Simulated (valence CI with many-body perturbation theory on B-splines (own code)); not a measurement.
**E1 line list for Hf+**

Computed by relativistic CI+MBPT: three valence electrons over a frozen Dirac-Fock core [Xe] 4f14, radial functions for each j: 9 s, 9 p, 10 d, 8 f, 5 g, 3 h, 1 i, with the one-electron correlation potential Σ1 (screened to all orders), the two-electron term Σ2, the three-electron term Σ3, Breit, model QED; selected single and double excitations, second order for the rest (own B-spline code, finite nucleus).

Set against measurement, 13 paired levels are off by 602 cm⁻¹ on average, the worst by 1220. These come from a selection out of the NIST Handbook of Basic Atomic Spectroscopic Data. Levels without a partner in it may be off by more, other configurations by 1,000 to 4,000 cm⁻¹. 1 measured level below the end of the list, from 34942 cm⁻¹ on, found no clear computed partner.

Lines 1 to 50 of 187 in falling wavelength, among levels below 5.492 eV, chosen from the strongest by gf and those to the six lowest levels. Wavelengths and rates use the calculated energies, so an error of 600 cm⁻¹ moves a line at 4230 Å by 2.5 % and its rate by three times that or more. Electric multipoles are in the length gauge, E1 and E2 with the static RPA response of the core. Weak lines are less certain than strong ones. Lines between different terms over intervals too small for the method are left out, as are lines whose strength nearly cancels. Where a level lies close to another of its J and parity, the split of strength between their lines is uncertain. The highest levels of a list are the least certain.

Names give the largest LS component (configuration and term), which can be under half, so a name can repeat, a term be missing and a line seem to break the LS rules; names also repeat where a configuration has a term twice. Letters in brackets count levels of one name in rising energy.

| λ vac (Å) | λ from measured levels | Upper | Lower | A (s⁻¹) | S (a.u.) |
| --- | --- | --- | --- | --- | --- |
| 7220 |  | 5d.6s.6p 2F°_7/2 | 5d3 2G_9/2 | 7.41e+05 | 1.10e+00 |
| 6090 |  | 5d.6s.6p 2F°_5/2 | 5d3 2G_7/2 | 2.07e+06 | 1.38e+00 |
| 5870 |  | 5d.6s.6p 4F°_9/2 | 5d3 4F_9/2 | 1.29e+06 | 1.29e+00 |
| 5836 |  | 5d2.6p 4F°_7/2 | 5d3 2H_9/2 | 2.81e+06 | 2.21e+00 |
| 5691 |  | 5d.6s.6p 2F°_7/2 | 5d3 2H_9/2 | 1.85e+06 | 1.34e+00 |
| 5587 |  | 5d.6s.6p 4D°_5/2 [b] | 5d3 4F_3/2 | 1.83e+06 | 9.43e-01 |
| 5215 |  | 5d.6s.6p 4F°_5/2 [b] | 5d2.6s 2D_3/2 [a] | 2.79e+06 | 1.17e+00 |
| 5089 |  | 5d.6s.6p 2D°_3/2 | 5d2.6s 2P_1/2 | 4.49e+06 | 1.17e+00 |
| 5030 |  | 5d2.6p 2D°_3/2 | 5d2.6s 2D_3/2 [b] | 3.79e+06 | 9.52e-01 |
| 4958 |  | 5d.6s.6p 4D°_3/2 | 5d2.6s 4P_1/2 | 2.99e+06 | 7.20e-01 |
| 4861 |  | 5d2.6p 4G°_5/2 | 5d2.6s 2D_3/2 [b] | 2.34e+06 | 7.95e-01 |
| 4830 |  | 5d2.6p 4G°_7/2 | 5d2.6s 2D_5/2 | 2.17e+06 | 9.65e-01 |
| 4775 |  | 5d2.6p 4G°_5/2 | 5d2.6s 2G_7/2 | 2.46e+06 | 7.93e-01 |
| 4634 |  | 5d.6s.6p 4D°_5/2 [a] | 5d2.6s 4P_3/2 | 4.12e+06 | 1.21e+00 |
| 4596 |  | 5d2.6p 4G°_9/2 | 5d3 4F_7/2 | 4.23e+06 | 2.03e+00 |
| 4461 |  | 5d2.6p 4F°_7/2 | 5d3 4F_9/2 | 4.14e+06 | 1.45e+00 |
| 4433 |  | 5d2.6p 2F°_7/2 | 5d3 4F_5/2 | 5.29e+06 | 1.82e+00 |
| 4377 |  | 5d2.6p 2D°_5/2 | 5d3 4F_5/2 | 1.22e+07 | 3.03e+00 |
| 4365 |  | 5d2.6p 2D°_3/2 | 5d2.6s 2P_1/2 | 9.97e+06 | 1.64e+00 |
| 4314 |  | 5d2.6p 4F°_5/2 | 5d3 4F_7/2 | 8.00e+06 | 1.90e+00 |
| 4299 |  | 5d2.6p 4G°_7/2 | 5d2.6s 2F_7/2 | 2.12e+06 | 6.64e-01 |
| 4284 |  | 5d2.6p 4F°_3/2 | 5d3 4F_5/2 | 7.63e+06 | 1.18e+00 |
| 4273 |  | 5d.6s.6p 4P°_5/2 | 5d2.6s 2D_5/2 | 6.65e+06 | 1.54e+00 |
| 4253 |  | 5d2.6p 2D°_3/2 | 5d2.6s 2D_3/2 [a] | 6.38e+06 | 9.68e-01 |
| 4247 |  | 6s2.6p 2P°_3/2 | 5d2.6s 4P_5/2 | 5.27e+06 | 7.97e-01 |
| 4230 |  | 5d.6s.6p 4D°_7/2 | 5d2.6s 4P_5/2 | 5.23e+06 | 1.56e+00 |
| 4230 | 4317 | 5d.6s.6p 4F°_3/2 | 5d2.6s 4F_5/2 | 2.23e+04 | 3.33e-03 |
| 4225 |  | 5d2.6p 2D°_5/2 | 5d2.6s 2D_3/2 [b] | 3.80e+06 | 8.50e-01 |
| 4224 | 4336 | 5d.6s.6p 4F°_5/2 [a] | 5d2.6s 4F_7/2 | 1.53e+05 | 3.43e-02 |
| 4205 |  | 5d2.6p 2F°_7/2 | 5d2.6s 2D_5/2 | 3.41e+06 | 1.00e+00 |
| 4176 |  | 5d2.6p 4F°_7/2 | 5d3 4F_7/2 | 2.27e+07 | 6.52e+00 |
| 4176 |  | 5d2.6p 2F°_7/2 | 5d2.6s 2G_9/2 | 6.69e+06 | 1.92e+00 |
| 4132 |  | 5d2.6p 4G°_5/2 | 5d2.6s 2D_3/2 [a] | 5.73e+06 | 1.20e+00 |
| 4107 |  | 5d2.6p 2D°_5/2 | 5d3 4F_3/2 | 7.27e+06 | 1.49e+00 |
| 4101 |  | 5d.6s.6p 2F°_7/2 | 5d3 4F_7/2 | 2.39e+06 | 6.51e-01 |
| 4062 |  | 5d2.6p 4F°_5/2 | 5d3 4F_5/2 | 1.35e+07 | 2.67e+00 |
| 4025 |  | 5d2.6p 4F°_3/2 | 5d3 4F_3/2 | 3.12e+07 | 4.01e+00 |
| 4018 | 4082 | 5d.6s.6p 4F°_5/2 [a] | 5d2.6s 4F_5/2 | 6.89e+05 | 1.32e-01 |
| 4001 |  | 5d2.6p 2P°_3/2 | 5d2.6s 2D_3/2 [b] | 6.18e+06 | 7.81e-01 |
| 3999 | 4094 | 5d.6s.6p 4F°_3/2 | 5d2.6s 4F_3/2 | 6.32e+06 | 7.98e-01 |
| 3979 | 3997 | 5d.6s.6p 4F°_3/2 | 5d.6s2 2D_5/2 | 1.74e+03 | 2.16e-04 |
| 3967 |  | 5d.6s.6p 2F°_5/2 | 5d3 4F_5/2 | 7.89e+06 | 1.46e+00 |
| 3937 |  | 5d2.6p 2P°_3/2 | 5d2.6s 2D_5/2 | 1.22e+07 | 1.47e+00 |
| 3931 |  | 5d2.6p 4F°_5/2 | 5d2.6s 2D_3/2 [b] | 1.21e+07 | 2.18e+00 |
| 3882 |  | 5d2.6p 2D°_3/2 | 5d2.6s 2F_5/2 | 1.43e+07 | 1.65e+00 |
| 3876 |  | 5d2.6p 2P°_1/2 | 5d3 4F_3/2 | 2.48e+07 | 1.42e+00 |
| 3874 |  | 5d2.6p 4F°_5/2 | 5d2.6s 2G_7/2 | 8.67e+06 | 1.49e+00 |
| 3869 |  | 5d2.6p 4F°_5/2 | 5d2.6s 2D_5/2 | 4.25e+06 | 7.29e-01 |
| 3860 |  | 5d.6s.6p 4P°_1/2 | 5d2.6s 4P_3/2 | 2.97e+07 | 1.68e+00 |
| 3851 |  | 5d.6s.6p 4P°_5/2 | 5d2.6s 2F_7/2 | 3.25e+06 | 5.50e-01 |
